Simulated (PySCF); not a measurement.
# Broadened absorption spectrum of C4H11N3P2

Species: C4H11N3P2.
SMILES: `N1(C)C=CN(C)P1(P)=N`

Level of theory: PySCF, TDDFT wB97X-D/def2-SVPD, vertical, gas phase, core orbitals frozen in the response. Geometry: PBE0-D3(BJ)/def2-SVP, one conformer, isolated molecule.

Broadening: Gaussians 0.5 eV wide at half height, area fixed by f = 4.319×10⁻⁹ ∫ε dν̃. The width is an assumption, not a result. The curve ends short of the highest state used, and states not computed would add to its high-energy end.

```
λ (nm)  ε (L mol⁻¹ cm⁻¹)
 203.5              3268
 207.8              2673
 212.1              3293
 216.4              4640
 220.7              5946
 225.0              6607
 229.3              6578
 233.7              6192
 238.0              5822
 242.3              5639
 246.6              5634
 250.9              5626
 255.2              5366
 259.5              4720
 263.8              3763
 268.1              2706
 272.4              1759
 276.7              1040
 281.1               555
 285.4               277
 289.7               129
 294.0                56
 298.3                23
 302.6                 9
```

Question: Locate the maxima and give the states behind the curve.

Answer: 249 nm (4.98 eV), ε about 5600, made up of S1 (66%) and S2 (31%) (hardly more than a shoulder); 227 nm (5.47 eV), ε about 6700, made up of S2 (26%) and S3 (62%) (ε in L mol⁻¹ cm⁻¹; maxima over ε = 5, shares over 10%). At its high-energy end, 6.09 eV, the curve is still rising (ε about 3200, from S5, S7 and S8). The states used: S1 4.85 eV (f 0.085); S2 5.22 eV (f 0.062); S3 5.54 eV (f 0.082); S4 5.66 eV (f 0.019); S5 5.98 eV (f 0.017); S6 6.22 eV (f 0.0012); S7 6.36 eV (f 0.039); S8 6.41 eV (f 0.059); S9 6.59 eV (f 0.036); S10 6.69 eV (f 0.017).

Question: What would ε be at 5.47 eV, the highest of these maxima, with half the width (0.25 eV)?

Answer: About 7940 L mol⁻¹ cm⁻¹ against 6660, a factor of about 1.2; a lone state at its own centre would give exactly 2.

Question: On this curve, what absorbance would a 10⁻³ mol/L sample give at 248 nm over a 1 cm path?

Answer: 248 nm is 4.999 eV, where ε is about 5600 L mol⁻¹ cm⁻¹, so A = ε c l ≈ 5.6 (Beer–Lambert, with the gas-phase spectrum and the assumed width).

Question: Coming from long wavelengths, where does ε first pass 100 L mol⁻¹ cm⁻¹?

Answer: At about 291 nm (4.26 eV), 0.59 eV below S1.

All these states lie below the vertical ionisation energy of 7.02 eV (ΔSCF).

Time: 3.5 min of wall time (grids of density and orbitals included); peak memory 1.3 GiB. Hardware: an Arm Neoverse V1 with one thread, no GPU (shared host).
